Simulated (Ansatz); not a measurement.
Consider the isomerisation: `CN[SiH](F)S` → `NC(F)([SiH3])S`.

Calculated with Ansatz (gas phase, PBE0-D4/def2-TZVP geometries, no zero-point term in ΔE). CBS: MP2 limit from def2 TZ/QZ plus the TZ coupled-cluster correction, frozen cores. Functionals use def2-TZVPP. Each species was taken in one conformer, which may not be the lowest.

`CN[SiH](F)S`:

```xyz
11

C     0.191   -1.513   -0.191
N     0.016   -0.371    0.680
Si    0.276    1.256    0.286
F    -0.290    2.063    1.543
S    -0.678    1.760   -1.540
H    -0.612   -2.243   -0.050
H     1.149   -2.024   -0.036
H     0.154   -1.186   -1.232
H    -0.053   -0.598    1.660
H     1.672    1.716    0.097
H    -1.827    1.140   -1.215
```

`NC(F)([SiH3])S`:

```xyz
11

N     1.137   -0.924    0.209
C     0.130   -0.255   -0.496
F    -0.539   -1.093   -1.421
Si   -1.200    0.502    0.647
S     0.847    1.034   -1.579
H     0.778   -1.645    0.821
H     1.864   -1.287   -0.396
H    -2.321    0.989   -0.187
H    -0.584    1.614    1.410
H    -1.674   -0.547    1.592
H     1.561    1.614   -0.602
```

| level | ΔE (kJ/mol) |
| --- | --- |
| B97M-V | 378.4 |
| r2SCANh-D4 | 373.9 |
| r2SCAN | 369.4 |
| BHLYP | 387.0 |
| RPA@PBE/def2-TZVPP | 359.5 |
| HF/def2-SVP | 369.6 |
| SCS-MP2/def2-QZVPP | 388.6 |
| HF/CBS(def2) | 402.2 |

**Question.** What does CCSD(T)/CBS give? (Best estimate.)

**Answer.** The calculation gave: +380.0 kJ/mol. The listed levels differ from it by -1.6, -6.1, -10.6, 7.0, -20.5, -10.4, 8.6, 22.2 kJ/mol.

Largest T1 diagnostic among the species: 0.013.

From PBE to PBE0 (25 % exact exchange), in def2-TZVPP and without D4, ΔE moves by +17.5 kJ/mol. Leaving LDA and LC-ωPBE aside and taking each functional with its dispersion term where it has one, the values, not all of them listed here, spread over 42.0 kJ/mol, from revPBE-D4 to BHLYP-D4. LDA lies −5.7 kJ/mol from PBE without D4. In def2-TZVPP, CCSD(T) changes the Hartree–Fock value by −23.8 kJ/mol (the triples alone add −6.5 kJ/mol) and MP2 by −10.1 kJ/mol.

CCSD(T)/CBS has its own doubt, a few kJ/mol and more with outer-core shells, so smaller differences from it don't rank the levels.
